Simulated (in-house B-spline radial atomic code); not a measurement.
Values are calculated unless marked as measured or tabulated.
**Ni in an electron gas of r_s = 1.65: phase shifts, screening and friction**

A nucleus sits in a uniform electron gas with a rigid positive background. The Kohn-Sham equations are solved self-consistently in the spin-unpolarised LDA (PW92), non-relativistic, on B-splines with outgoing waves at the boundary and partial waves to l = 8. The model has no lattice, no bands and no magnetic solution. Atomic units; δ_l are the phase shifts at the Fermi level, counted so that each bound state adds π, and good to about 0.0005.

The density parameter is r_s = 1.65 bohr.

| l | δ_l (rad) |
| --- | --- |
| 0 | 9.0170 |
| 1 | 6.4664 |
| 2 | 2.9463 |
| 3 | 0.0825 |
| 4 | 0.0199 |
| 5 | 0.0047 |
| 6 | 0.0012 |
| 7 | 0.0002 |
| 8 | 0.0000 |

Bound levels below the band bottom (hartree): s -297, s -34.44, p -30, s -3.188, p -1.841.

Task: Check the Friedel sum rule, and say where the screening charge sits.

Result: k_F = (9π/4)^(1/3)/r_s = 1.16313. The rule is Z = (2/π) Σ (2l + 1) δ_l. The terms are s 5.740, p 12.350, d 9.378, f 0.368 and 0.159 beyond, in all 27.995 against Z = 28. Bound states hold 6 s, 12 p, 0 d electrons, so the scattering states carry 10.00 in all; where a term is smaller than its bound count, the bound level has drawn weight out of the band.

Task: Find the transport cross section and the electronic stopping of a 5 keV Ni ion (mass 58.69 u).

Result: σ_tr = (4π/k_F²) Σ (l + 1) sin²(δ_l − δ_(l+1)). The terms for l = 0 to 3 are 0.3105, 0.2731, 0.2256, 0.0157, all together 0.8261, so σ_tr = 9.289 × 0.8261 = 7.673 bohr². With n = 3/(4π r_s³) = 0.05314, the friction coefficient is Q = n k_F σ_tr = 0.4743. For v well below v_F = 1.163, dE/dx = Q v; with 24801 eV per u at v = 1, v = √(5000/(24801 × 58.69)) = 0.0586, so dE/dx = 0.02780 hartree/bohr = 14.3 eV/nm. The largest term couples the s and p waves.
